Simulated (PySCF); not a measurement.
**How methods differ on the excitation energy of B**

B [He] 2s2 2p1 (2P) → B [He] 2s1 2p1 3s1 (4P), as a difference of total energies. Calculation: PySCF 2.14, in aug-cc-pVQZ (6s5p4d3f2g, 80 functions); the non-relativistic Hamiltonian (point nucleus). Correlated levels: valence: 1s2 frozen. The calculations carry no spin-orbit coupling.

```json
{"method": "UHF", "excitation energy (eV)": "8.035"}
{"method": "MP2 (valence)", "excitation energy (eV)": "9.153"}
{"method": "SCS-MP2 (valence)", "excitation energy (eV)": "9.441"}
{"method": "CCSD (valence)", "excitation energy (eV)": "9.564"}
{"method": "CCSD(T) (valence)", "excitation energy (eV)": "9.601"}
```

Task: How much does correlation contribute at CCSD(T) (valence)?

Result: 9.601 − (8.035) = 1.566 eV, measured against UHF.

The upper state lies above the first ionisation limit, but in LS coupling its spin forbids autoionisation to the ground ion. A Rydberg-like electron needs more diffuse functions than a valence basis has.

The promoted electron is Rydberg-like, and one or two diffuse shells describe it only roughly, which tends to raise the upper state.
